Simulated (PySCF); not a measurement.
Estimate the missing entries of this data sheet.

Species: 3-fluorophenol, C6H5FO.
Structure used (GFN2-xTB), in Å, numbered top down from 1:
```
atom  x, y, z in Å
O1     2.4779   -0.3159    0.0025
C2     1.1307   -0.1655    0.0004
C3     0.3381   -1.3114    0.0137
C4    -1.0381   -1.2017    0.0123
C5    -1.6525    0.0402   -0.0010
C6    -0.8496    1.1638   -0.0151
F7    -1.4250    2.3849   -0.0300
C8     0.5307    1.0883   -0.0146
H9     2.9099    0.5470   -0.0083
H10    0.8239   -2.2733    0.0260
H11   -1.6436   -2.0946    0.0219
H12   -2.7250    0.1434   -0.0005
H13    1.1182    1.9952   -0.0249
```

```json
{"property": "point group of the GFN2-xTB geometry", "level": "GFN2-xTB", "value": "Cs"}
{"property": "rotational constants A, B, C of the GFN2-xTB geometry", "level": "GFN2-xTB", "value": "?"}
{"property": "dipole moment", "level": "B3LYP/def2-SVPD", "value": "?"}
{"property": "HOMO energy", "level": "B3LYP/def2-SVPD", "value": "?"}
{"property": "LUMO energy", "level": "B3LYP/def2-SVPD", "value": "?"}
{"property": "lowest singlet excitation", "level": "TDDFT B3LYP/def2-SVPD", "value": "5.16 eV (241 nm, f = 0.028)"}
{"property": "strongest line among the 8 lowest singlet transitions", "level": "TDDFT B3LYP/def2-SVPD", "value": "S8 at 6.97 eV (178 nm, f = 0.546)"}
{"property": "lowest triplet excitation (Tamm–Dancoff)", "level": "TDA B3LYP/def2-SVPD", "value": "4.15 eV"}
{"property": "static isotropic polarisability", "level": "B3LYP/def2-SVPD", "value": "?"}
{"property": "electronic spatial extent ⟨r²⟩ about the centre of nuclear charge", "level": "B3LYP/def2-SVPD", "value": "?"}
{"property": "13C chemical shifts (computed TMS as zero) by class", "level": "GIAO PBE0/pcSseg-1", "value": "173.6 (C6), 164.9 (C2), 136.7 (C4), 115.3 (C3), 112.1 (C5), 105.8 (C8) ppm"}
{"property": "1H chemical shifts (computed TMS as zero) by class", "level": "GIAO PBE0/pcSseg-1", "value": "7.54 (H11), 6.93 (H10), 6.84 (H12), 6.46 (H13), 4.38 (H9) ppm"}
{"property": "isotropic shieldings of nuclei other than C and H, by class", "level": "GIAO PBE0/pcSseg-1", "value": "207 (O1), 285 (F7) ppm"}
```

Electronic properties: PySCF, gas phase, density fitting.

Task: The electronic spatial extent ⟨r²⟩ about the centre of nuclear charge?

Result: 892 bohr².

Task: What is the LUMO energy?

Result: -0.66 eV.

Task: What are the rotational constants A, B, C of the GFN2-xTB geometry?

Result: 3.776, 1.805, 1.221 GHz.

Task: What is the dipole moment?

Result: 0.86 D.

Task: The HOMO energy?

Result: -6.63 eV.

Task: Give the static isotropic polarisability.

Result: 72.8 au.

The vertical singlet–triplet gap S1 − T1 is 1.01 eV (TDDFT singlet less Tamm–Dancoff triplet; S1: HOMO→LUMO, weight 0.77; T1: HOMO→LUMO+1, weight 0.60, beside HOMO−1→LUMO, weight 0.30). The rotational constants make it an asymmetric top with κ = (2B − A − C)/(A − C) = -0.54, nearer the prolate limit (−1). In wavenumbers S1 is 41600 cm⁻¹ (1 eV = 8065.54 cm⁻¹). The polarisability is 10.79 Å³ as a volume (1 au = 0.148185 Å³), or 1.26 au for each of the 58 electrons.

One conformer stands for the species.
